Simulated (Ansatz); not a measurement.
Computed with Ansatz on PBE0-D4/def2-TZVP structures; ΔE is electronic, products minus reactants. CCSD(T)/CBS adds triple-zeta CCSD(T) − MP2 to the extrapolated MP2 energy (def2 sets, frozen cores). This one scheme is used for every species. DFT in def2-TZVPP. For Se outer-core shells are correlated without core-valence functions, which leaves a few kJ/mol of doubt a bond. Scalar relativity is left out up to krypton. Each species was taken in one conformer, which may not be the lowest.

Consider the formal exchange of groups at the Se–B bond: `ClB[SeH]` + `C=CN=C` → `C=C/N=C\[SeH]` + `BCl`.

```tsv
level	ΔE (kJ/mol)	difference from CCSD(T)/CBS
PBE-D4	97.1	-8.0
PBE0-D4	103.0	-2.1
B2PLYP	102.0	-3.1
MP2/def2-TZVPP	99.8	-5.3
SCS-MP2/def2-TZVPP	99.7	-5.4
CCSD/def2-TZVPP	105.8	0.7
HF/def2-QZVPP	111.7	6.6
MP2/def2-QZVPP	100.5	-4.6
SCS-MP2/def2-QZVPP	100.3	-4.8
HF/CBS(def2)	111.6	6.5
CCSD(T)/CBS	105.1	0
```

Largest T1 diagnostic among the species: 0.013.

From PBE to PBE0 (25 % exact exchange), in def2-TZVPP and without D4, ΔE moves by +5.4 kJ/mol. In def2-TZVPP, CCSD(T) changes the Hartree–Fock value by −9.1 kJ/mol (the triples alone add −2.3 kJ/mol) and MP2 by −12.7 kJ/mol. The D4 term adds −6.2 kJ/mol with B3LYP and −3.4 kJ/mol with PBE0; it sums over pairs of atoms, weighted by their polarisabilities, and B3LYP, whose exchange is more repulsive, gets the larger term.

B3LYP here is the variant with VWN-RPA as its local correlation; programs differ in this.
